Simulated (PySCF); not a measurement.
C₃H₁₂OSi₂, SMILES [SiH2](C[SiH2]CC)O. Atoms are numbered in the order given.

```xyz
18

C     -3.4393    -0.4740    -0.4622
C     -2.0419     0.1471    -0.3398
Si    -0.8787    -0.7821     0.8279
C      0.7914     0.0934     0.9765
Si     1.6674     0.4403    -0.6490
O      3.2750     0.8575    -0.4437
H     -3.9519    -0.5089     0.5133
H     -3.3890    -1.5081    -0.8409
H     -4.0823     0.0972    -1.1515
H     -1.5593     0.2016    -1.3323
H     -2.1137     1.1921     0.0121
H     -1.5149    -0.8944     2.1775
H     -0.6619    -2.1688     0.3124
H      0.6412     1.0431     1.5209
H      1.4531    -0.5329     1.6014
H      0.9252     1.5223    -1.3685
H      1.6922    -0.7843    -1.4911
H      3.4582     1.6684     0.0445
```
Charge 0, spin multiplicity 1.

Geometry: B3LYP-D3(BJ)/def2-SVP. This is a generated structure with no PubChem entry under its InChIKey; it may be hypothetical. The values are those of a single conformer.

Computed with SMD-PBE0/6-31G* (PySCF).

Solvation free energies are E(SMD) − E(gas) at the gas-phase geometry, for 1 M in both phases. In vacuum the dipole moment is 2.09 D.

Question: Rank water, acetone, tetrahydrofuran by solvation free energy, most negative first.

Answer: acetone (-5.6 kcal/mol), tetrahydrofuran (-4.6 kcal/mol), water (-2.6 kcal/mol)
